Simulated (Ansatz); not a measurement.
The cluster CuSe₅. Charge 0, multiplicity 2. Geometry PBE-D4/def2-SVP; atoms count from 1.

Cartesian coordinates in Å:
```
Cu 0.829 0.670 -1.119
Se -0.592 1.070 1.818
Se 0.033 -1.120 -2.259
Se 0.151 -1.160 1.543
Se 0.707 2.400 0.340
Se -1.127 -1.860 -0.322
```

The structure comes from a short search, and lower isomers may exist.

**Question.** Estimate the Mulliken populations from the PBE0/def2-SVP orbitals of Ansatz.

**Answer.** 
```
atom  charge (e)  spin (α − β)  d electrons
 Cu1        0.22          0.11         9.71
 Se2        0.03          0.12            –
 Se3       -0.14          0.33            –
 Se4       -0.01         -0.01            –
 Se5       -0.14          0.33            –
 Se6        0.03          0.12            –
```
Mulliken values depend strongly on the basis.

**Question.** Where does the spin sit?

**Answer.** Summed by element: Cu 0.11, Se 0.89, of 1 unpaired in all. Largest on single atoms: Se3 0.33, Se5 0.33, Se6 0.12.

**Question.** And the Mayer bond orders between heavy atoms (over 0.3)?

**Answer.** Cu1–Se3 0.86 (2.27 Å); Cu1–Se5 0.86 (2.27 Å); Se2–Se4 1.05 (2.37 Å); Se2–Se5 1.07 (2.38 Å); Se3–Se6 1.08 (2.38 Å); Se4–Se6 1.05 (2.37 Å).
